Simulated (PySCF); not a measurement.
Species: C₆H₆NS (doublet state).
Geometry (GFN2-xTB, Å), atoms numbered from 1 in this order:
```
atom  x, y, z in Å
N1     0.470    2.256    1.832
C2     0.071    1.773    0.876
C3    -0.428    1.111   -0.306
C4    -1.661    0.356    0.049
C5    -1.502   -0.929    0.227
C6    -0.049   -1.314   -0.030
C7     0.494   -0.075   -0.761
S8     2.271    0.202   -0.553
H9    -0.561    1.850   -1.099
H10   -2.237   -1.656    0.511
H11    0.462   -1.471    0.924
H12    0.045   -2.220   -0.629
H13    0.367   -0.197   -1.839
H14    2.257    0.315    0.775
```

The hyperfine couplings belong to this conformer and change with its torsions.

Identity: `N#C[C@@H]1[C]=CC[C@@H]1S` [radical].

Method: UKS B3LYP, pcH-1 on C H N S, non-relativistic, mean-field spin-orbit, GIAO (PySCF 2.14.0). Geometry: GFN2-xTB, one conformer, isolated molecule. A GFN2-xTB geometry isn't a minimum of the functional, and hyperfine couplings can be far from their values at a DFT geometry. The SCF solution wasn't tested for stability.

Question: Break the g tensor into its mass correction, gauge correction and orbital-Zeeman/spin–orbit terms.

Answer: 
```json
{"Δg (ppm)": "relativistic mass correction", "1": "-169", "2": "-169", "3": "-169"}
{"Δg (ppm)": "gauge correction", "1": "33", "2": "13", "3": "-17"}
{"Δg (ppm)": "orbital Zeeman/spin–orbit", "1": "-601", "2": "-74", "3": "2501"}
{"Δg (ppm)": "total", "1": "-736", "2": "-229", "3": "2316"}
```

So g = 2.00158, 2.00209, 2.00464 and g_iso = 2.00277; the tensor is rhombic: the two nearest values differ by 17 % of g3 − g1. Axes: g1 points within 13° of the C5–H10 bond.

Question: What are the electron Larmor frequencies g μB B/h along the three axes at 1200 mT?

Answer: 33.6176, 33.6261, 33.6688 GHz for g1, g2 and g3, a range of 51.3 MHz.

Question: What effective moment and Curie constant follow for a powder?

Answer: With the mean of g² = 4.0111 and S(S+1) = 0.75: μ_eff = √(⟨g²⟩S(S+1)) = 1.734 μB and χT = 0.12505·⟨g²⟩·S(S+1) = 0.376 cm³ K/mol (cgs; spin-Hamiltonian part alone).

Question: In a frozen sample, at which fields do the three g values resonate at 9.5, 34, 94 and 263 GHz (hyperfine left aside), and which band first spreads them over more than twice a line width of 0.5 mT?

Answer: 
```tsv
band	GHz	B(g3) mT	B(g2) mT	B(g1) mT	spread mT
X	9.5	338.59	339.02	339.11	0.52
Q	34.0	1211.80	1213.34	1213.65	1.85
W	94.0	3350.28	3354.54	3355.39	5.11
J	263.0	9373.65	9385.57	9387.95	14.29
```

The spread grows in proportion to the frequency. Q band is the first where it exceeds 1.0 mT.

The largest Mulliken spin populations are on C4 (+0.98), C5 (-0.13) and C6 (+0.07). No atom but C4 exceeds +0.15.

The HOMO–LUMO gaps are 6.20 eV among the α and 3.82 eV among the β orbitals.

On one thread, Arm Neoverse V2 (aarch64), shared host with 48 logical CPUs at a one-minute load of 39, this took 93 s (grids of density and orbitals included) and 1.0 GiB of memory at its peak.
